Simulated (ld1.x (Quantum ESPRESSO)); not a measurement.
**Transferability test, TM semilocal potential for Lu (Z = 71)**

```json
{"Element": "lutetium", "Generator": "ld1.x (Quantum ESPRESSO) 7.5", "Type": "norm-conserving Troullier–Martins (semilocal form)", "Functional": "PBE", "Relativity": "scalar-relativistic", "Frozen core": "[Kr] 4d10", "Valence charge": "25", "Reference configuration": "4f14 5s2 5p6 5d1 6s1.5 6p0.5", "Partial waves": "5s (bound): rc 1.45 bohr; 5p (bound): rc 1.50 bohr; 4f (bound): rc 0.95 bohr; 5d (bound): rc 2.85 bohr", "Local potential": "the d channel", "Core correction": "none"}
```

Occupied shells without a wave of their own: 6p, 6s. They enter only through the test configuration that unscreens the potential.

Energies are relative to the spin-unpolarised reference configuration 4f14 5s2 5p6 5d1 6s1.5 6p0.5; without spin polarisation the order of configurations can differ from experiment.

```tsv
valence configuration	charge	ΔE all-electron (eV)	error AE − PS (meV)
4f14 5s2 5p6 5d1 6s2 6p0	0	-1.683	+79
4f14 5s2 5p6 5d1 6s1 6p0	+1	5.682	-121
4f14 5s2 5p6 5d1 6s0 6p1	+1	9.929	-343
4f13 5s2 5p6 5d2 6s1 6p0	+1	17.090	-316
4f13 5s2 5p6 5d1 6s2 6p0	+1	15.855	+135
4f14 5s2 5p5 5d1 6s2 6p0	+1	35.358	+80
```

(1) What are ΔE and the potential's error for 4f14 5s2 5p6 5d1 6s0 6p0?

A Bessel basis up to 400 Ry misses an occupied level by 0.04 Ry, so cutoffs and ghosts were not judged.

Answers

(1) ΔE = 18.961 eV all-electron; the error (AE − PS) is -448 meV.

The 6p, 6s levels have no wave, so the channel is fitted at the deeper level alone: the likely source of the large errors.
